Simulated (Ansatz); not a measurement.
C₂H₃AuClN, SMILES `CC#[N+][Au-][Cl]`, charge 0, multiplicity 1.

(1) Give a relaxed structure at PBE0-D4/def2-TZVP (Ansatz 0.2.0). (Best estimate.)

Answers

(1) Ansatz gave: 
Cartesian coordinates in Å:
```
C -0.371 -1.609 -0.673
C -0.071 -0.307 -0.128
N 0.168 0.726 0.304
Au 0.578 2.504 1.047
Cl 1.042 4.514 1.887
H 0.518 -2.025 -1.148
H -1.167 -1.525 -1.415
H -0.697 -2.278 0.126
```
Point group C3v.
